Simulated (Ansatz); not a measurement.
Geometry optimisation, Ansatz 0.2.0, RKS B3LYP/def2-SVP.

input.yaml

```yaml
crystal:
  periodic: [false, false, false]
  atoms:
    - { symbol: Ge, position_ang: [0.269233, -0.080848, 0.004417] }
    - { symbol: O, position_ang: [0.721631, -0.078922, 1.706778] }
    - { symbol: H, position_ang: [0.0073, -0.184757, 2.350414] }
    - { symbol: H, position_ang: [1.756114, 0.078938, -0.293376] }
    - { symbol: F, position_ang: [-0.6555, 1.346277, -0.393899] }
    - { symbol: H, position_ang: [-0.586878, -1.255988, -0.491134] }
basis:
  gaussian: { orbitals: def2-SVP }
hamiltonian:
  xc: b3lyp
relax:
  f_tol: 0.03
  max_steps: 50
output:
  orbitals: {}
```

Run as:

```bash
$ ansatz run input.yaml --threads 1 --pin off --max-ram 2048MiB --backend cpu --events-out ev --progress --plain --runs-dir out
```

Problem. Where does it end, and by what steps?

Solution. It converged. After 5 steps the energy has fallen by 0.264 eV; H4 moved furthest, 0.30 Å.

| step | energy less start (eV) | largest force component (eV/Å) | accepted |
| --- | --- | --- | --- |
| 0 | 0.0000 | 1.094 | yes |
| 1 | -0.2223 | 0.304 | yes |
| 2 | -0.2513 | 0.215 | yes |
| 3 | -0.2604 | 0.224 | yes |
| 4 | -0.2635 | 0.053 | yes |
| 5 | -0.2638 | 0.009 | yes |

```xyz
6
Properties=species:S:1:pos:R:3
Ge 0.361 -0.071 0.057
O 0.652 -0.088 1.804
H -0.152 -0.192 2.331
H 1.737 0.087 -0.593
F -0.586 1.352 -0.314
H -0.500 -1.262 -0.403
```

Whether the end is a true minimum wasn't checked by a vibrational analysis.

The run took 9.1 s on 1 thread of Intel(R) Xeon(R) 6975P-C (Granite Rapids), on a shared host, peak memory 0.16 GiB.
